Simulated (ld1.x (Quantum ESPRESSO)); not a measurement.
# Scattering properties, PAW potential for antimony (Sb)

| Item | Value |
| --- | --- |
| Element | antimony (Sb) |
| Generator | ld1.x (Quantum ESPRESSO) 7.5 |
| Type | PAW |
| Functional | PBE |
| Relativity | fully relativistic |
| Frozen core | [Kr] |
| Valence charge | 15 |
| Reference configuration | 4d10 5s2 5p3 |
| Partial waves | 5s (bound): rcut 1.45, rcutus 1.90 bohr; 5s channel at 0.15 Ry: rcut 1.45, rcutus 1.90 bohr; 5p (bound): rcut 1.65, rcutus 1.75 bohr; 5p channel at 1.5 Ry: rcut 1.65, rcutus 1.75 bohr; 4d (bound): rcut 0.95, rcutus 1.20 bohr; 4d channel at -1.25 Ry: rcut 0.95, rcutus 1.20 bohr |
| Local potential | all-electron potential smoothed inside 1.35 bohr (lloc = -1) |
| Core correction | Bessel-smoothed model core inside 0.95 bohr |
| Augmentation charge | BESSEL, radius 0.75 bohr |

Open shells are filled in proportion to 2j + 1 (rel_dist='average').

The phase is arctan(r·u′/u) with u = r·R(r), unwrapped; energies in Ry, scanned from -4 to 5 Ry. A pole is an energy at which the radial function vanishes at the test radius. The pseudo phase is shifted by a multiple of π to meet the all-electron one at the reference energy, and phase errors are pseudo minus all-electron; the curves can meet again beyond the range given. Levels narrower than the energy grid can be missing from the lists of poles.

```
channel  radius (bohr)  reference energy (Ry)  poles, all-electron  poles, pseudo  unbroken range about the reference energy with phases within 0.05 rad  phase error 1 Ry above the reference energy (rad)
      s           2.04                  -0.94                 2.83           1.77                                       not even at the reference energy                                             -0.253
   p1/2           2.04                  -0.39                 4.43           3.40                                       not even at the reference energy                                             -0.499
   p3/2           2.04                  -0.34                 4.85           3.82                                       not even at the reference energy                                             -0.613
   d3/2           2.04                  -2.52                -2.25          -3.29                                       not even at the reference energy                                             -0.108
   d5/2           2.04                  -2.42                -2.14          -3.19                                       not even at the reference energy                                             -0.110
```

The ghost test of this file was not conclusive. The potential misses its own reference levels by up to 14.1 eV, so it is not fit for use.

Phases in the s channel:

| E (Ry) | all-electron | pseudo |
| --- | --- | --- |
| -4.00 | 1.226 | 1.111 |
| -3.52 | 1.181 | 1.009 |
| -3.04 | 1.117 | 0.834 |
| -2.56 | 1.020 | 0.499 |
| -2.08 | 0.855 | -0.111 |
| -1.60 | 0.543 | -0.737 |
| -1.12 | -0.036 | -1.088 |
| -0.64 | -0.679 | -1.271 |
| -0.16 | -1.057 | -1.378 |
| 0.32 | -1.252 | -1.448 |
| 0.80 | -1.366 | -1.499 |
| 1.28 | -1.439 | -1.538 |
| 1.76 | -1.492 | -1.570 |
| 2.24 | -1.532 | -1.598 |
| 2.72 | -1.564 | -1.623 |
| 3.20 | -1.592 | -1.648 |
| 3.68 | -1.617 | -1.673 |
| 4.16 | -1.640 | -1.700 |
| 4.64 | -1.663 | -1.732 |
